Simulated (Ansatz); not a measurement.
Program: Ansatz. Geometries: PBE0-D4/def2-TZVP. ΔE: electronic, gas phase. CCSD(T)/CBS adds triple-zeta CCSD(T) − MP2 to the extrapolated MP2 energy (def2 sets, frozen cores). This one scheme is used for every species. Functionals use def2-TZVPP. B3LYP here is the variant with VWN-RPA as its local correlation; programs differ in this. HSE06 is defined as in plane-wave codes. For Ga outer-core shells are correlated without core-valence functions, which leaves a few kJ/mol of doubt a bond. Scalar relativity is left out up to krypton. One conformer a species, not always the lowest.

Consider the ligand exchange at a Ga–S bond: `C[S][Ga]([Cl])[Cl]` + H₂S → `[SH][Ga]([Cl])[Cl]` + CH₃SH.

| level | ΔE (kJ/mol) | difference from CCSD(T)/CBS |
| --- | --- | --- |
| PBE0-D4 | -0.3 | -1.8 |
| ωB97X-V | -1.5 | -3.0 |
| PBE-QIDH | -2.1 | -3.6 |
| r2SCAN | -0.8 | -2.3 |
| B3LYP | -3.8 | -5.3 |
| HSE06 | -3.4 | -4.9 |
| CAM-B3LYP | -3.8 | -5.3 |
| LC-ωPBE | -4.3 | -5.8 |
| RPA@PBE/def2-TZVPP | 0.1 | -1.4 |
| CCSD/def2-SVP | -2.6 | -4.1 |
| CCSD(T)/def2-SVP | -1.6 | -3.1 |
| MP2/def2-TZVPP | 0.9 | -0.6 |
| CCSD/def2-TZVPP | -1.3 | -2.8 |
| CCSD(T)/def2-TZVPP | 0.1 | -1.4 |
| HF/def2-QZVPP | -7.3 | -8.8 |
| HF/CBS(def2) | -7.3 | -8.8 |
| CCSD(T)/CBS | 1.5 | 0 |

What do rigid-rotor, harmonic-oscillator terms from PBE0-D4/def2-TZVP frequencies (298.15 K, 1 bar) make of the CCSD(T)/CBS value? (Best estimate.)

Ansatz gave: ΔZPE = +3.4 kJ/mol, ΔH = +2.0 kJ/mol, ΔS = 3 J/(mol·K), ΔG = +1.0 kJ/mol.

Largest T1 diagnostic among the species: 0.011.

At CCSD(T), def2-SVP lies −3.1 kJ/mol from the extrapolated value and def2-TZVPP −1.4 kJ/mol. The D4 term adds +5.3 kJ/mol with B3LYP and +3.1 kJ/mol with PBE0; it sums over pairs of atoms, weighted by their polarisabilities, and B3LYP, whose exchange is more repulsive, gets the larger term.
